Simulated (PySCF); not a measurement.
Computed shifts of a molecule C3H4BrCl, PBE/pcSseg-1 run with PySCF, GIAO, gas phase, atoms alike by connectivity averaged where their shifts nearly agree, in ppm (number of nuclei): ¹³C: 84.2 (1), 31.2 (2). ¹H: 1.99 (4). References: ³⁵Cl against HCl (σ = 936.5 ppm); ¹³C against TMS (σ = 182.0 ppm); ¹H against TMS (σ = 31.49 ppm), references at their B3LYP-D3(BJ)/def2-TZVP geometries, non-relativistic (without spin–orbit terms, shifts of atoms bonded to Cl or Br come out too high). Geometry optimised at PBE-D3(BJ)/def2-SVP. The values are those of a single conformer.

Task: Pick the molecule that these values belong to.
A) C/C=C(\Cl)Br
B) ClC1(Br)CC1
C) C/C(Br)=C\Cl
D) C/C(Cl)=C\Br

Result: B, ClC1(Br)CC1
